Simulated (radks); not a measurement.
In2+, 47 electrons, occupied as [Kr] 4d10 5s1 (the NIST ground configuration). Method: non-relativistic Kohn-Sham, BLYP, spin-unpolarised, spherical densities, point nucleus; relativity is left out, which matters for an element this heavy; computed with a radial shooting solver on a logarithmic mesh with Libxc functionals.

Normalised radial functions P(r) = r R(r), r in bohr:

r              3s
0.002108   0.1811
0.002834   0.2346
0.00378    0.2981
0.005041   0.3723
0.006724   0.4539
0.008968   0.5350
0.01196    0.6001
0.01608    0.6236
0.02145    0.5677
0.02861    0.3933
0.03816    0.0738
0.05089   -0.3691
0.06788   -0.8221
0.09053   -1.0628
0.1217    -0.8175
0.1623    -0.0073
0.2165     1.0720
0.2888     1.8118
0.3852     1.7706
0.5137     1.1238
0.6907     0.4395
0.9212     0.1030
1.229      0.0126
1.639      0.0007
2.186      0.0000
2.915      0.0000
3.919      0.0000
5.227      0.0000
6.972      0.0000
9.299      0.0000

3s: eigenvalue -759.33 eV, 2 radial nodes at r = 0.0402, 0.163 bohr, <r> = 0.362 bohr, 90 % of the charge inside 0.531 bohr.
